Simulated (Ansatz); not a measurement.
A nudged elastic band was laid between two geometries of BrH + ClFGeH2O (8 atoms, charge 0, multiplicity 1).

Method: Ansatz, RKS PBE-D4/def2-SVP.

| Item | Value |
| --- | --- |
| movable images | 1 |
| climbing image | no |
| spring | 5.0 eV/Å² |
| optimiser | quadratic models (default) |
| start path | through a guess of the saddle point |
| force threshold | 0.03 eV/Å |
| iteration limit | 60 |
| end points | relaxed |

Initial state:

```xyz
8
Properties=species:S:1:pos:R:3
Ge -0.181 -0.139 -0.101
O -0.130 0.074 1.679
H -1.021 0.099 2.081
H 1.221 0.134 -0.658
Cl -1.748 1.083 -0.925
F -0.649 -1.795 -0.398
Br 1.799 2.685 1.899
H 0.929 1.519 2.038
```

Final state:

```xyz
8
Properties=species:S:1:pos:R:3
Ge -0.114 0.644 -0.193
O 0.771 -0.304 2.070
H -0.137 -0.626 2.245
H 1.101 -0.221 -0.549
Cl -1.064 1.207 -2.065
F -1.428 -0.219 0.613
Br 0.271 2.663 0.892
H 0.821 0.515 2.602
```

Task: Which bonds break or form, and what moves?

Result: Bonds broken: Ge1–O2, Br7–H8. Bonds formed: Ge1–Br7, O2–H8. BrH + ClFGeH2O becomes BrClFGeH + H2O.

Task: Give the energies along the band, and the barrier.

Result: It converged. The highest image is number 1 of 0 to 2, 5.9 kJ/mol above the first end and 47.5 kJ/mol above the last; the last end lies 41.6 kJ/mol below the first. No image climbed, so the highest image needn't sit at the top of the path. A band with more images between the same ends climbed to 0.34 eV, so this one has probably stepped over the top. So few images can step over the top or miss a turn of the path. The orbitals stay closed-shell, which can raise the energy where a bond breaks towards radicals; this wasn't checked here.

```csv
image,path coordinate (Å),energy (kJ/mol),Ge1–O2 (Å),Br7–H8 (Å),Ge1–Br7 (Å)
0,0.00,0.0,1.79,1.46,3.99
1,2.19,5.9,2.16,2.42,2.46
2,4.38,-41.6,2.61,2.80,2.32
```

Task: What is the geometry of the highest image?

Result: 
```xyz
8
Properties=species:S:1:pos:R:3
Ge 0.192 0.416 -0.076
O 0.105 0.027 2.049
H -0.768 -0.389 2.214
H 1.457 -0.132 -0.765
Cl -1.327 1.454 -1.240
F -0.765 -1.092 0.074
Br 1.174 2.457 0.893
H 0.153 0.921 2.466
```

Run time: 28 s on 4 threads of Intel(R) Xeon(R) Platinum 8259CL CPU @ 2.50GHz (Skylake/Cascade Lake) (shared host), peak memory 0.23 GiB.
